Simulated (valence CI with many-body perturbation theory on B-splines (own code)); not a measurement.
**Tm38+: electric-dipole lines**

Method: relativistic CI+MBPT: three valence electrons over a frozen Dirac-Fock core [Ar] 3d10, a basis of 11 s, 11 p, 10 d, 8 f, 5 g, 2 h functions for each j, with the one-electron correlation potential Σ1, the two-electron term Σ2, the three-electron term Σ3, Breit, model QED; selected CI, second order for the rest, scaled by the run's own slope (own B-spline code, finite nucleus).

No measured spectrum was set against this ion. As an estimate, large intervals hold to a few tenths of a per cent, small ones and those within an open d or f shell to about a per cent.

Lines 51 to 100 of 539 in falling wavelength, among levels below 678.76 eV, chosen from the strongest by gf and those to the six lowest levels. Wavelengths and rates use the calculated energies. Electric multipoles are in the length gauge, E1 and E2 with the static RPA response of the core. Weak lines are less certain than strong ones. Lines between different terms over intervals too small for the method are left out, as are lines whose strength nearly cancels. Where a level lies close to another of its J and parity, the split of strength between their lines is uncertain. The highest levels of a list are the least certain.

Levels are named by their leading jj configuration (3d3/2^4 stands for four electrons in 3d with j = 3/2), which in mixed levels can hold well under half, so a name can repeat and another be missing. Letters in brackets count levels of one name in rising energy.

| λ vac (Å) | Upper | Lower | A (s⁻¹) | log gf | Branch % |
| --- | --- | --- | --- | --- | --- |
| 83.01 | (4s 4p1/2 4d5/2) J=5/2 [a] | (4s 4p1/2 4p3/2) J=5/2 | 2.36e+09 | -1.84 | 1.2 |
| 82.71 | (4p1/2 4d3/2 4d5/2) J=7/2 [a] | (4p1/2 4p3/2 4d3/2) J=7/2 | 3.92e+10 | -0.49 | 20.9 |
| 82.66 | (4p1/2 4p3/2 4f7/2) J=5/2 [b] | (4p1/2 4p3/2 4d5/2) J=7/2 [c] | 1.01e+11 | -0.21 | 21.6 |
| 82.59 | (4p1/2 4p3/2 4f7/2) J=9/2 [b] | (4p1/2 4p3/2 4d5/2) J=7/2 [c] | 3.99e+11 | 0.61 | 73.0 |
| 82.54 | (4p1/2 4d5/2^2) J=9/2 | (4p1/2 4p3/2 4d5/2) J=7/2 [b] | 4.03e+10 | -0.39 | 17.6 |
| 82.51 | (4p1/2 4p3/2 4f7/2) J=7/2 [c] | (4p1/2 4p3/2 4d5/2) J=5/2 [c] | 5.30e+11 | 0.64 | 63.0 |
| 82.37 | (4s 4d5/2 4f7/2) J=13/2 | (4s 4p3/2 4f7/2) J=11/2 | 2.52e+11 | 0.55 | 100.0 |
| 82.32 | (4p1/2 4d3/2 4d5/2) J=5/2 [a] | (4p1/2 4p3/2 4d3/2) J=3/2 [a] | 5.53e+10 | -0.47 | 20.8 |
| 82.05 | (4p1/2 4p3/2 4f7/2) J=9/2 [a] | (4s 4p1/2 4f7/2) J=7/2 [b] | 2.93e+11 | 0.47 | 62.1 |
| 82.05 | (4s 4d3/2 4d5/2) J=7/2 [a] | (4s 4p3/2 4d3/2) J=5/2 [a] | 3.69e+10 | -0.53 | 7.3 |
| 81.88 | (4p3/2 4d3/2 4d5/2) J=3/2 [c] | (4s 4p3/2 4f5/2) J=1/2 | 7.33e+10 | -0.53 | 10.2 |
| 81.79 | (4p1/2 4p3/2 4d3/2) J=5/2 | (4s 4p1/2 4d3/2) J=5/2 | 5.63e+10 | -0.47 | 42.8 |
| 81.69 | (4p1/2 4d3/2 4d5/2) J=7/2 [a] | (4p1/2 4p3/2 4d3/2) J=5/2 | 8.38e+10 | -0.17 | 44.7 |
| 81.65 | (4s 4d3/2 4d5/2) J=5/2 [a] | (4s 4p3/2 4d3/2) J=3/2 | 5.69e+10 | -0.47 | 9.2 |
| 81.64 | (4p1/2^2 4d5/2) J=5/2 | (4p1/2^2 4p3/2) J=3/2 | 1.39e+11 | -0.08 | 60.8 |
| 81.63 | (4s 4d3/2 4d5/2) J=9/2 | (4s 4p3/2 4d3/2) J=7/2 | 2.89e+10 | -0.54 | 6.6 |
| 81.54 | (4p1/2 4p3/2 4f7/2) J=11/2 | (4s 4p1/2 4f7/2) J=9/2 | 2.52e+11 | 0.48 | 84.6 |
| 81.43 | (4p1/2 4p3/2 4f5/2) J=5/2 [a] | (4p1/2 4p3/2 4d5/2) J=7/2 [b] | 6.17e+10 | -0.43 | 10.4 |
| 81.38 | (4s 4d3/2 4f7/2) J=7/2 [b] | (4s 4d3/2 4d5/2) J=5/2 [b] | 5.72e+10 | -0.34 | 6.1 |
| 81.37 | (4s 4d5/2 4f7/2) J=9/2 [a] | (4s 4p3/2 4f7/2) J=11/2 | 3.20e+10 | -0.50 | 6.2 |
| 81.36 | (4s 4d5/2 4f7/2) J=9/2 [a] | (4p3/2^2 4d5/2) J=9/2 | 4.86e+10 | -0.32 | 9.5 |
| 81.35 | (4p1/2 4p3/2 4f7/2) J=7/2 [a] | (4s 4p1/2 4f7/2) J=9/2 | 4.25e+10 | -0.47 | 8.6 |
| 81.30 | (4p3/2 4d3/2 4d5/2) J=5/2 [b] | (4p3/2^2 4d3/2) J=3/2 [a] | 7.38e+10 | -0.36 | 10.7 |
| 81.26 | (4p1/2 4p3/2^2) J=3/2 | (4s 4p1/2 4p3/2) J=5/2 | 4.43e+10 | -0.76 | 15.9 |
| 81.18 | (4s 4d3/2 4d5/2) J=7/2 [b] | (4s 4p3/2 4d3/2) J=7/2 | 9.62e+10 | -0.12 | 12.2 |
| 81.16 | (4s 4p3/2 4f5/2) J=7/2 [b] | (4s 4p3/2 4d5/2) J=5/2 [b] | 7.25e+10 | -0.24 | 5.5 |
| 81.13 | (4p3/2 4d3/2 4d5/2) J=3/2 [a] | (4p3/2^2 4d3/2) J=1/2 | 8.13e+10 | -0.49 | 9.8 |
| 81.11 | (4p1/2 4d3/2 4d5/2) J=9/2 | (4p1/2 4p3/2 4d3/2) J=7/2 | 7.81e+10 | -0.11 | 52.5 |
| 81.08 | (4s 4p3/2 4f5/2) J=9/2 | (4s 4p3/2 4d5/2) J=7/2 [a] | 1.71e+11 | 0.23 | 32.5 |
| 80.94 | (4s 4p3/2 4d5/2) J=3/2 [a] | (4s^2 4d3/2) J=3/2 | 1.25e+11 | -0.31 | 21.4 |
| 80.93 | (4p1/2 4d5/2^2) J=1/2 | (4p1/2 4p3/2 4d5/2) J=3/2 [b] | 3.50e+11 | -0.16 | 70.2 |
| 80.88 | (4p1/2 4d5/2^2) J=9/2 | (4p1/2 4p3/2 4d5/2) J=9/2 | 1.15e+11 | 0.05 | 50.1 |
| 80.81 | (4s 4p3/2 4f7/2) J=3/2 | (4s 4p3/2 4d5/2) J=1/2 | 1.85e+11 | -0.14 | 26.4 |
| 80.80 | (4p1/2 4d3/2 4d5/2) J=3/2 [b] | (4p1/2 4p3/2 4d3/2) J=3/2 [b] | 9.17e+10 | -0.45 | 10.4 |
| 80.79 | (4p1/2 4p3/2 4d3/2) J=7/2 | (4s 4p1/2 4d3/2) J=5/2 | 3.93e+10 | -0.51 | 53.4 |
| 80.78 | (4p1/2 4p3/2 4f7/2) J=5/2 [b] | (4p1/2 4p3/2 4d5/2) J=3/2 [b] | 2.05e+11 | 0.08 | 43.6 |
| 80.78 | (4p1/2 4p3/2 4d5/2) J=3/2 [b] | (4p1/2 4p3/2^2) J=5/2 | 1.53e+11 | -0.22 | 32.2 |
| 80.76 | (4p3/2^2 4d5/2) J=7/2 | (4s 4p3/2 4d5/2) J=9/2 | 5.76e+10 | -0.35 | 39.6 |
| 80.76 | (4p1/2 4p3/2 4d5/2) J=3/2 [b] | (4p1/2 4p3/2^2) J=1/2 | 1.86e+11 | -0.14 | 39.0 |
| 80.75 | (4s 4d3/2 4d5/2) J=7/2 [c] | (4s 4p3/2 4d3/2) J=5/2 [b] | 1.74e+11 | 0.13 | 27.9 |
| 80.74 | (4s 4d5/2 4f7/2) J=11/2 | (4s 4p3/2 4f5/2) J=9/2 | 1.25e+11 | 0.17 | 29.6 |
| 80.68 | (4s 4d5/2 4f5/2) J=5/2 [b] | (4s 4d3/2 4d5/2) J=3/2 [b] | 5.46e+10 | -0.50 | 5.4 |
| 80.67 | (4s 4d3/2 4f7/2) J=7/2 [a] | (4s 4d3/2 4d5/2) J=5/2 [a] | 1.31e+11 | 0.01 | 20.1 |
| 80.67 | (4p3/2 4d3/2 4d5/2) J=3/2 [b] | (4s 4d3/2 4d5/2) J=3/2 [a] | 9.33e+10 | -0.44 | 9.7 |
| 80.63 | (4p1/2 4d5/2^2) J=3/2 | (4p1/2 4p3/2 4d5/2) J=3/2 [a] | 1.25e+11 | -0.31 | 25.0 |
| 80.63 | (4s 4d5/2 4f5/2) J=7/2 [b] | (4s 4p3/2 4f7/2) J=5/2 [b] | 8.60e+10 | -0.17 | 9.0 |
| 80.61 | (4s 4p3/2 4d5/2) J=3/2 [a] | (4s 4p3/2^2) J=5/2 | 7.37e+10 | -0.54 | 12.6 |
| 80.60 | (4p1/2 4d3/2 4d5/2) J=3/2 [a] | (4p1/2 4p3/2 4d3/2) J=3/2 [a] | 1.31e+11 | -0.29 | 27.2 |
| 80.55 | (4s 4d5/2 4f7/2) J=9/2 [b] | (4p3/2^2 4d5/2) J=9/2 | 8.16e+10 | -0.10 | 11.1 |
| 80.54 | (4s 4p1/2 4d3/2) J=1/2 | (4s 4p1/2 4p3/2) J=3/2 [a] | 7.78e+09 | -1.82 | 0.9 |

**Question.** How does gf follow from A for the line at 82.32 Å?

**Answer.** gf = 1.4992 × (2J+1)_upper × A / σ², with σ = 1214705 cm⁻¹ and 2J+1 = 6: gf = 0.337.
